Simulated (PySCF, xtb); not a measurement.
CH₄MgS, SMILES [S]([MgH])C.

GFN2-xTB (xtb) at its own geometry gives an orbital gap of 2.31 eV and a dipole moment of 2.39 D.

Coordinates come from a B3LYP-D3(BJ)/def2-TZVP optimisation. The geometry has at least one imaginary mode, so it is a saddle point at that level.

Q: What does HF/def2-TZVPD run with PySCF give? (An estimate is asked for; the answer gives what the named calculation found.)

A: gap 9.97 eV (levels -9.11 and 0.86 eV), dipole 1.37 D.
